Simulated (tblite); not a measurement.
Compound: N-tert-butylethylamine, C6H15N.
Bonds: C1–C2, C2–N3, N3–C4, C4–C5, C4–C6, C4–C7. Hydrogens: H8, H9, H10 on C1; H11, H12 on C2; H13 on N3; H14, H15, H16 on C5; H17, H18, H19 on C6; H20, H21, H22 on C7.

Computed with GFN2-xTB (tblite), gas phase: nudged elastic band of 9 images (0 to 8), spring 0.2 eV/Å², climbing image at the end, force threshold 0.05 eV/Å. No saddle search or frequency run followed, so the top image need not be a first-order saddle, and its height can exceed the method's true barrier by a kcal/mol or more.

The band describes a rotation about C4–N3 (sp3 carbon bound to nitrogen, secondary amine nitrogen), followed by the dihedral C5–C4–N3–C2, from the optimised start (-63°) to a second optimised geometry at 60°.

**Question.** Give the energy profile along the converged band.

**Answer.** 
```
image  dihedral (°)  E (kJ/mol)  C4–N3 (Å)  C5···C2 (Å)  largest true force (eV/Å)
    0           -63        0.00      1.460         3.01                       0.01
    1           -49        1.34      1.461         2.92                       0.04
    2           -33        5.64      1.464         2.87                       0.06
    3           -15       10.83      1.468         2.84                       0.05
    4             3       12.41      1.469         2.84                       0.05
    5            21        8.48      1.467         2.86                       0.04
    6            37        3.37      1.464         2.91                       0.04
    7            51        1.51      1.462         3.00                       0.04
    8            60       -0.01      1.460         3.08                       0.01
```

Barriers of this band. The top is image 4 at 3°: 12.4 kJ/mol in either direction, as the ends lie within 0.002 eV of each other (their dihedrals are equal and opposite within 4°). The central bond is 0.009 Å longer at the top than at the start.

**Question.** What rate follows at 298 K for crossing this barrier forward?

**Answer.** Taking the electronic barrier for the free energy of activation (no zero-point or entropy terms, transmission 1), rate = (kT/h)·exp(−ΔE/kT) ≈ 4 × 10^10 s⁻¹, whose inverse is 2 × 10^-11 s. An error of 1 kcal/mol in the barrier changes this by a factor of 5, and the method and the loose band can each miss by that much or more.

**Question.** How long is the path, and how are the images spaced?

**Answer.** Cartesian distances between aligned neighbours (all atoms, Å): 0.81, 0.81, 0.81, 0.78, 0.83, 0.80, 0.81, 0.67; the sum is 6.32 Å, and the top lies 51 % of the way along.

The cost below is that of the whole band run. On one thread of an Arm Neoverse V2 (shared host), this took 2.6 s of wall time and 0.18 GiB of memory at its peak.
